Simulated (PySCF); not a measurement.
C2H5Zn, SMILES C[CH2][Zn+], charge +1. Heavy atoms are numbered as in [Zn+:1][CH2:2][CH3:3]. Hydrogens are named by the atom that carries them.

Geometry optimised at PBE0-D3(BJ)/def2-SVP. The spin state was assumed, not searched. The isomer is the one that the SMILES or the coordinates give; other isomers of the formula were not compared.

The numbers are results of PBE0/pcSseg-1 in PySCF, not measurements.

GIAO shieldings, no solvent; atoms alike by connectivity are averaged. δ = σ(ref) − σ: ¹³C against TMS (σ = 186.3 ppm); ¹H against TMS (σ = 31.56 ppm), references at their B3LYP-D3(BJ)/def2-TZVP geometries, non-relativistic.

Problem. Estimate the chemical shifts. (Estimate from the structure and the level; the computed values follow.)

Solution. 
```csv
nucleus,atoms,count,δ (ppm)
¹³C,C2 (CH2),1,83.6
¹³C,C3 (CH3),1,28.1
¹H,H on C2,2,5.40
¹H,H on C3,3,3.01
```
